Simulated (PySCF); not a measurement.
F3In, SMILES [F][In+]([F])[F] (connectivity only; charge and spin as stated), charge +1, multiplicity 2.

The structure is a stationary point at r2SCAN-D4/def2-SVP. The def2 effective core potentials stand for the cores of In; spin–orbit coupling is left out.

All values below come from PBE/def2-TZVPD run with PySCF.

Isolated molecule, no solvent.

| Item | Value |
|---|---|
| total energy | -489.14880 hartree |
| point group | C2v |
| α spin, highest occupied and lowest empty level | -15.88 and -11.68 eV |
| β spin, highest occupied and lowest empty level | -15.86 and -14.81 eV |
| dipole moment about the centre of nuclear charge | 0.25 D |
| mean static polarisability | 32.8 bohr³ (4.86 Å³) |
| polarisability, principal values | 21.0, 35.4, 41.9 bohr³ |
| ⟨S²⟩ | 0.754 (pure state 0.75) |
